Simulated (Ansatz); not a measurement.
Calculated with Ansatz (gas phase, PBE0-D4/def2-TZVP geometries, no zero-point term in ΔE). CCSD(T)/CBS is the MP2 limit (def2-TZVPP, def2-QZVPP) plus CCSD(T) − MP2 in def2-TZVPP, frozen cores. One conformer a species, not always the lowest.

Consider the isomerisation: `CO[SiH2]BO` → `C[SiH2]B(O)O`.

`CO[SiH2]BO`:

```xyz
12

C     0.571   -1.522   -1.193
O     0.490   -0.419   -0.321
Si   -0.942    0.258    0.184
B    -0.226    1.737    1.370
O     1.117    1.805    1.452
H     1.624   -1.755   -1.363
H     0.103   -1.301   -2.159
H     0.084   -2.405   -0.763
H    -1.736    0.712   -0.999
H    -1.777   -0.772    0.877
H    -0.851    2.545    1.997
H     1.542    1.119    0.918
```

`C[SiH2]B(O)O`:

Z-matrix (Å, degrees):
```
C
Si 1 1.881
H 1 1.093 2 111.0
H 1 1.092 2 111.2 3 -119.7
H 1 1.093 2 111.0 3 120.5
B 2 2.044 1 111.8 3 -60.3
H 2 1.494 1 109.6 3 177.7
H 2 1.494 1 109.6 3 61.8
O 6 1.361 2 123.4 1 179.9
O 6 1.363 2 122.0 1 -0.1
H 9 0.958 6 113.8 2 -0.0
H 10 0.958 6 113.5 2 0.0
```

| species | HF/def2-QZVPP energy (Eh) |
| --- | --- |
| `CO[SiH2]BO` | -505.47523 |
| `C[SiH2]B(O)O` | -505.51915 |

Task: Work out ΔE.

Result: ΔE = (-505.51915) − (-505.47523) = -0.04392 Eh = -115.3 kJ/mol. CCSD(T)/CBS gives -132.9 kJ/mol.

Largest T1 diagnostic among the species: 0.013.

In def2-TZVPP, CCSD(T) changes the Hartree–Fock value by −16.2 kJ/mol (the triples alone add −1.9 kJ/mol) and MP2 by −20.7 kJ/mol.
